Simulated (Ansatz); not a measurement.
Two isomers of C2H5FSSi: A = `CC1(F)[SiH2]S1`, B = `F[Si]1(S)CC1`.

Program: Ansatz. Geometries: PBE0-D4/def2-TZVP. ΔE: electronic, gas phase. CCSD(T)/CBS is the MP2 limit (def2-TZVPP, def2-QZVPP) plus CCSD(T) − MP2 in def2-TZVPP, frozen cores. Functionals use def2-TZVPP. B3LYP here is the variant with VWN-RPA as its local correlation; programs differ in this. One conformer a species, not always the lowest.

**Question.** Which is lower in electronic energy at CCSD(T)/CBS, and by how much? (An estimate is asked.)

**Answer.** Ansatz gave: B, by 193.1 kJ/mol.

**Question.** Give E(B) − E(A) in kJ/mol with ωB97M-V, CCSD(T)/def2-TZVPP, HF/def2-TZVPP, B3LYP, B3LYP-D4, CCSD/def2-TZVPP, r2SCAN-D4. (An estimate is asked.)

**Answer.** Computed: ωB97M-V -192.2, CCSD(T)/def2-TZVPP -192.9, HF/def2-TZVPP -200.6, B3LYP -187.4, B3LYP-D4 -185.6, CCSD/def2-TZVPP -198.1, r2SCAN-D4 -187.2. None reverses the order clearly.

Largest T1 diagnostic: 0.013.

From PBE to PBE0 (25 % exact exchange), in def2-TZVPP and without D4, E(B) − E(A) moves by −10.1 kJ/mol.
